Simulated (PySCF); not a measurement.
## Potential energy of SiBr along the bond

Set-up: Si pcseg-1, Br pcseg-1; no relativity (PySCF 2.14). Energies in eV from Si + Br in their ground configurations at the same level. State: ²Π (doublet), unpaired electrons π ↑.

```csv
R (Å),UHF-CCSD,UHF-SCS-MP2
1.945,,-2.268
2.036,-2.816,-2.877
2.126,-3.154,-3.213
2.194,-3.278,-3.337
2.262,-3.322,-3.379
2.330,-3.303,-3.360
2.420,-3.207,-3.264
2.533,-3.011,-3.069
2.669,-2.709,-2.768
2.850,,-2.317
```

Put a parabola through the three lowest points of the UHF-CCSD curve and estimate Re, k and ωe (reduced mass 20.65 u; 1 eV/Å² = 0.16022 mdyn/Å; ωe = 1302.8·√(k/μ) cm⁻¹).

Through R = 2.194, 2.262, 2.33 Å the second-order coefficient is 6.81 eV/Å², so Re ≈ 2.275 Å, k ≈ 2.18 mdyn/Å and ωe ≈ 424 cm⁻¹. A polynomial fit of higher order to the unrounded UHF-CCSD energies gives Re = 2.272 Å, k = 2.05 mdyn/Å, ωe = 411 cm⁻¹; anharmonicity and rounding make the difference.

The higher-order fit for each curve: UHF-CCSD: Re = 2.272 Å, ωe = 411 cm⁻¹, De = 3.32 eV; UHF-SCS-MP2: Re = 2.272 Å, ωe = 410 cm⁻¹, De = 3.38 eV.

Correlated steps freeze 14 core orbitals. Correlated levels converge slowly with the basis: in double zeta they bind strong bonds too weakly, by up to about 1 eV, and carry superposition errors of some tenths. Spin–orbit coupling is left out. The state is the lowest determinant that a PBE0 search found; another state may lie lower at other levels.
